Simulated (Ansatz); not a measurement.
Zn₂F₂. The state is a triplet with charge 0. Geometry PBE0-D4/def2-SVP, that of the charge +1 doublet; atoms count from 1.

Cartesian coordinates in Å:
```
Zn -0.0877 0.4665 0.8411
Zn 0.2467 -1.3496 -2.4372
F 0.0595 -0.4061 -0.7419
F -0.2184 1.2892 2.3381
```

At PBE0-D4/def2-TZVP a singlet of charge 0 lies 2.30 eV below the triplet at the same geometry. The structure comes from a short search, and lower isomers may exist.

**Question.** Estimate the Mulliken populations from the PBE0/def2-TZVP orbitals of Ansatz.

**Answer.** 
```
atom  charge (e)  spin (α − β)  d electrons
 Zn1        0.39          0.79        10.10
 Zn2        0.54          1.18        10.03
  F3       -0.43         -0.02            –
  F4       -0.49          0.05            –
```
Mulliken values depend strongly on the basis.

**Question.** Where does the spin sit?

**Answer.** Summed by element: Zn 1.97, F 0.03, of 2 unpaired in all. Largest on single atoms: Zn2 1.18, Zn1 0.79, F4 0.05.

**Question.** And the Mayer bond orders between heavy atoms (over 0.3)?

**Answer.** Zn1–F4 0.79 (1.71 Å); Zn2–F3 0.43 (1.95 Å).
